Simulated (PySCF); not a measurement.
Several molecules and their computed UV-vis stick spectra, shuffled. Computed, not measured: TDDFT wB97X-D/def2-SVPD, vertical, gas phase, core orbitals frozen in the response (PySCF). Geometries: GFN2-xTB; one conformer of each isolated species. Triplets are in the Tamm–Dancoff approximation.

A. `C#C[Si@@H](F)C(F)(F)F`
B. `C=C(C)[C@H]1CC(=O)O1`
C. `CC1=COC=C(C)O1`

Lowest singlet levels (six at most, fewer where fewer were computed) with oscillator strengths:

1. 281 nm (f 0.003); 237 nm (f 0.015); 197 nm (f 0.000); 196 nm (f 0.000); 183 nm (f 0.001); 182 nm (f 0.053); T1 3.35 eV
2. 209 nm (f 0.000); 198 nm (f 0.001); 196 nm (f 0.000); 159 nm (f 0.016); 147 nm (f 0.535); 141 nm (f 0.038); T1 5.01 eV
3. 207 nm (f 0.000); 169 nm (f 0.361); 167 nm (f 0.010); 164 nm (f 0.026); 154 nm (f 0.002); 153 nm (f 0.044); T1 4.57 eV

Task: Which spectrum belongs to which structure?

Result: 1 = C, 2 = A, 3 = B.
- A: S1 at 5.92 eV, HOMO→LUMO (77%); Löwdin shares by element: HOMO carbon 78%, silicon 8%; LUMO carbon 48% or more, silicon 26%, fluorine 6% or more (atoms not listed hold the other 20%); HOMO -11.01 and LUMO 0.41 eV.
- B: S1 at 6.00 eV, HOMO-1→LUMO+1 (79%), HOMO→LUMO+1 (15%); Löwdin shares by element: HOMO carbon 71% or more, oxygen 5% or more (atoms not listed hold the other 24%); LUMO carbon 57% or more, hydrogen 12% or more (atoms not listed hold the other 31%); HOMO -9.54 and LUMO 1.73 eV.
- C: S1 at 4.42 eV, HOMO→LUMO (99%); Löwdin shares by element: HOMO oxygen 43%, carbon 25% or more (atoms not listed hold the other 32%); LUMO carbon 68% or more (atoms not listed hold the other 31%); HOMO -7.21 and LUMO 2.02 eV; point group C2v, 2 of its 6 listed states under f = 0.0005.
A and B have S1 within 0.09 eV of each other; their strongest listed levels stand at 8.46 eV (f 0.535) and 7.34 eV (f 0.361).
